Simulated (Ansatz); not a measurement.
`[CH3][AlH][TeH]` + `O=C=CO` → `O=C=C[TeH]` + `[CH3][AlH][OH]`  (formal exchange of groups at a Te–Al bond)

Computed with Ansatz on PBE0-D4/def2-TZVP structures; ΔE is electronic, products minus reactants. CBS: MP2 limit from def2 TZ/QZ plus the TZ coupled-cluster correction, frozen cores. Functionals use def2-TZVPP. B3LYP here is the variant with VWN-RPA as its local correlation; programs differ in this. def2 core potentials past Kr. For Te outer-core shells are correlated without core-valence functions, which leaves a few kJ/mol of doubt a bond. One conformer a species, not always the lowest.

Is it downhill or uphill in electronic energy at CCSD(T)/CBS, and by how much? (Best estimate.)

Computed: Downhill: ΔE = -126.9 kJ/mol.

What do these levels give: ωB97M-V, PBE-QIDH, PBE0, B3LYP, MP2/def2-SVP, SCS-MP2/def2-TZVPP? (Best estimate.)

The calculation gave: ωB97M-V -123.8, PBE-QIDH -120.8, PBE0 -110.6, B3LYP -123.7, MP2/def2-SVP -114.5, SCS-MP2/def2-TZVPP -135.9 kJ/mol.

Largest T1 diagnostic among the species: 0.016.

From r2SCAN to r2SCAN0 (25 % exact exchange), in def2-TZVPP and without D4, ΔE moves by +4.0 kJ/mol. In def2-TZVPP, CCSD(T) changes the Hartree–Fock value by −9.9 kJ/mol (the triples alone add −1.7 kJ/mol) and MP2 by −22.9 kJ/mol. Leaving LDA and LC-ωPBE aside and taking each functional with its dispersion term where it has one, the values, not all of them listed here, spread over 23.3 kJ/mol, from B97M-V to HSE06-D4.
